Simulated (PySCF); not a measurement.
Computed shifts of a molecule C₅H₅Cl, KT2/pcSseg-1 run with PySCF, GIAO, gas phase, equivalent atoms averaged, in ppm (number of nuclei): ¹³C: 141.0 (1), 133.1 (1), 128.8 (1), 128.2 (1), 50.5 (1). ¹H: 6.81 (1), 6.60 (1), 6.50 (1), 3.28 (2). References: ³⁵Cl against HCl (σ = 945.4 ppm); ¹³C against TMS (σ = 185.1 ppm); ¹H against TMS (σ = 31.47 ppm), references at their B3LYP-D3(BJ)/def2-TZVP geometries, non-relativistic (without spin–orbit terms, shifts of atoms bonded to Cl or Br come out too high). Geometry: ωB97X-D3(BJ)/def2-SVP. The values are those of a single conformer.

Q: Which molecule gave these data?
(A) C#CC/C=C/Cl
(B) ClC1=CC=CC1
(C) C#C/C(Cl)=C\C
(D) ClC1=CCC=C1

A: B, ClC1=CC=CC1
